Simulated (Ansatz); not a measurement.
Diborane 1,1-di F (B2H4F2). Total charge 0; singlet. Geometry PBE-D4/def2-TZVP, basis def2-TZVP, Ansatz.

```xyz
8

B     0.736    0.309   -0.363
B    -0.750   -0.315    0.370
F     0.688    1.296   -1.268
F     1.929   -0.195   -0.023
H    -0.006    0.649    0.782
H    -0.648   -1.195    1.172
H    -1.787    0.171    0.030
H    -0.162   -0.719   -0.699
```

```csv
run,HOMO (eV),LUMO (eV)
A,-10.33,-0.23
B,-9.19,-0.83
C,-8.80,-1.22
D,-12.89,2.00
E,-12.70,1.74
F,-13.28,2.04
```

LC-ωPBE has ω = 0.4 bohr⁻¹.

Question: The runs used LC-ωPBE, PBE, PBE0, r2SCAN, ωB97M-V, ωB97X-V. Estimate which is which.

Answer: A PBE0 (25 % exact exchange); B r2SCAN (0 % exact exchange); C PBE (0 % exact exchange); D ωB97X-V (range-separated); E ωB97M-V (range-separated); F LC-ωPBE (range-separated). Exact exchange lowers occupied and raises empty levels; among semilocal functionals meta-GGAs tend to open the gap a little, and such runs are hard to tell apart. The gap grows from 7.58 eV (PBE) to 15.33 eV (LC-ωPBE).
